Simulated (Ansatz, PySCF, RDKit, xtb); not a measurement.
Complex: CH5N (SMILES CN) (first 7 atoms) with CH2F2 (SMILES FCF); geometry from B3LYP-D3(BJ)/def2-TZVP, rigid monomers moved along the line of their centres of mass till N2···H11 is 4.20 Å.
(charge 0, multiplicity 1):
```xyz
12

C     -0.2824    -0.6010    -0.1669
N      0.2592     0.6147     0.4471
H     -1.0306    -1.0330     0.4979
H      0.5184    -1.3339    -0.2768
H     -0.7424    -0.4519    -1.1518
H     -0.4697     1.3086     0.5660
H      0.9680     1.0322    -0.1441
F     -1.2619    -1.3903     5.1232
C     -0.1485    -0.6693     5.4666
F     -0.5429     0.3529     6.2836
H      0.2823    -0.2516     4.5557
H      0.5183    -1.3230     6.0317
```

Monomers are frozen at their geometry in the pair; levels with a basis set take the counterpoise correction. Rows marked so take none. RDKit's UFF carries no charges.

Cores are frozen in the correlated methods. Rows in 3-21G, 6-311+G**, 6-31G* carry no dispersion term and start afresh at each structure (6-31G* with six Cartesian d functions).

The values were computed with Ansatz (Gaussian basis) for Hartree–Fock, density functionals and correlated methods; PySCF for 3-21G rows, 6-311+G** rows, 6-31G* rows, the dispersion terms; RDKit for the force fields; xtb for the GFN methods. 

```
level                              interaction energy (meV)
---------------------------------  ------------------------
UFF                                                    -8.5
GFN1-xTB                                              -19.8
HF/6-31G*                                             -34.5
r2SCAN-D4/def2-TZVPPD                                 -34.3
B3LYP/3-21G (no counterpoise)                         -29.9
B3LYP/6-311+G** (no counterpoise)                     -36.5
PBE0/def2-TZVPPD                                        ___
PBE0-D3(BJ)/def2-TZVPPD                                 ___
SCS-MP2/aug-cc-pVDZ                                   -36.3
```

Question: Fill in the missing entries.

Answer: 
- PBE0/def2-TZVPPD, interaction energy (meV): -32.8
- PBE0-D3(BJ)/def2-TZVPPD, interaction energy (meV): -38.8

Ansatz is a quantum-chemistry and plane-wave program.
